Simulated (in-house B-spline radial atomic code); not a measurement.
RPA and G0W0 on PBE0: the nitrogen ion N⁴⁺

Configuration [He] 2s1, highest spin, mean-field start PBE0. Computed with a B-spline radial code for spherical atoms: all electrons, scalar-relativistic (spin-free one-electron X2C), finite nucleus, each spin shell either full or empty, empty states to l = 9 with an (l + 1/2)⁻⁴ tail; G0W0 by contour deformation at full frequency.

RPA overbinds a lone outer s electron by self-correlation, and G0W0 tends to as well.

Command:
```bash
python run_gw.py task.json out
```
Settings (radii: box in bohr, nucleus in fm):
```
Z                        7
electrons                3
configuration            [He] 2s1
hamiltonian              x2c
method                   pbe0
lmax                     9
rms_radius               2.5582
spin_polarised           True
box_radius               11.96
intervals                70
ion_configuration        1s2
```

Time taken, with all properties: 2.4 s on 1 thread of Arm Neoverse N1, with other jobs on the host.

Energies (hartree):

```csv
term,value
mean-field total,-48.36537
Hartree-Fock functional on these orbitals,-48.35414
direct second order,-0.15034
second-order exchange,0.099161
SOSEX correction,0.086535
```

(1) What is the RPA correlation energy, and what remains with SOSEX?

Quasi-particle levels (eV):

| level | occupied | mean field | Σx - vxc | Σc | QP weight | G0W0 |
| --- | --- | --- | --- | --- | --- | --- |
| 2s up | yes | -91.76 | -6.03 | ? | ? | ? |
| 1s down | yes | -489.34 | -30.64 | 3.30 | 0.937 | -516.68 |
| 1s up | yes | -491.11 | -31.84 | 3.48 | 0.908 | -519.48 |
| 2s down | no | -79.92 | 5.53 | -2.89 | 0.923 | -77.28 |

G0W0 = mean field + (Σx - vxc) + Σc, with Σc (partial-wave tail included) taken at the quasi-particle energy.

(2) Where does G0W0 put 2s up?

(3) What does it cost to remove one electron (to 1s2) by differences of total energies, each species on its own start (correlation terms add to the Hartree-Fock functional)?

## Answers

(1) RPA gives -0.13542 hartree (-1.23 eV per electron); RPA + SOSEX gives -0.048883, and the second-order doubles -0.051177 hartree (no singles). SOSEX takes back 64 % of the RPA value.

(2) At -99.32 eV, with Σc = -1.53 eV and a quasi-particle weight of 0.964. The tabulated removal energy is 97.890 eV (NIST, measured).

(3) PBE0 98.33 eV, Hartree-Fock functional 97.76 eV, + RPA 99.01 eV, + RPA + SOSEX 97.88 eV, + second order 97.89 eV. Tabulated: 97.890 eV (NIST, measured).
